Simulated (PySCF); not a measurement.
## Bond curve of MgBi

Set-up: Mg def2-SVP, Bi def2-SVP with ECP60; scalar-relativistic core potentials (PySCF 2.14). Energies in eV from Mg + Bi in their ground configurations at the same level. All curves are PBE0. state 1: ⁴Σ⁻ (quartet), unpaired electrons σ ↑, π ↑↑; state 2: Ms = 0.5 determinant of mixed spin (⟨S²⟩ near 1.8), unpaired electrons σ ↓, π ↑↑, a second solution, started from another occupation; state 3: Ms = 0.5 determinant of mixed spin (⟨S²⟩ near 1.8), unpaired electrons σ ↑, π ↑↓, a mixture of terms (⟨Lz²⟩ = 2.0), a second solution, started from another occupation; state 4: ²Π (doublet), unpaired electrons π ↑, a second solution, started from another occupation.

```
R (Å)  state 1  state 2  state 3  state 4
2.558  -0.1816  -0.0314   0.1978  -0.0246
2.678  -0.3929  -0.2265  -0.0024  -0.0658
2.796  -0.5031  -0.3158  -0.0983  -0.0269
2.886  -0.5392  -0.3330  -0.1218   0.0364
2.975  -0.5473  -0.3195  -0.1157   0.1185
3.064  -0.5353  -0.2834  -0.0882   0.2125
3.183  -0.4989  -0.2114  -0.0296   0.3471
3.332  -0.4362  -0.0998   0.0623   0.5178
3.510  -0.3540   0.0435   0.1792   0.7124
3.748  -0.2543   0.2200   0.3201   0.9382
```

Problem. Put a parabola through the three lowest points of the state 1 curve and estimate Re, k and ωe (reduced mass 21.52 u; 1 eV/Å² = 0.16022 mdyn/Å; ωe = 1302.8·√(k/μ) cm⁻¹).

Solution. Through R = 2.886, 2.975, 3.064 Å the second-order coefficient is 1.27 eV/Å², so Re ≈ 2.966 Å, k ≈ 0.407 mdyn/Å and ωe ≈ 179 cm⁻¹. A polynomial fit of higher order to the unrounded PBE0 energies gives Re = 2.961 Å, k = 0.422 mdyn/Å, ωe = 183 cm⁻¹; anharmonicity and rounding make the difference.

The higher-order fit for each curve: state 1: Re = 2.961 Å, ωe = 183 cm⁻¹, De = 0.55 eV; state 2: Re = 2.887 Å, ωe = 220 cm⁻¹, minimum 0.333 eV below the ground-state fragments; state 3: Re = 2.908 Å, ωe = 208 cm⁻¹, minimum 0.123 eV below the ground-state fragments; state 4: Re = 2.671 Å, ωe = 269 cm⁻¹, minimum 0.066 eV below the ground-state fragments.

Spin–orbit coupling is left out, which matters for elements this heavy, above all for dissociation energies. The state was picked by a PBE0 search and need not be the measured ground state.
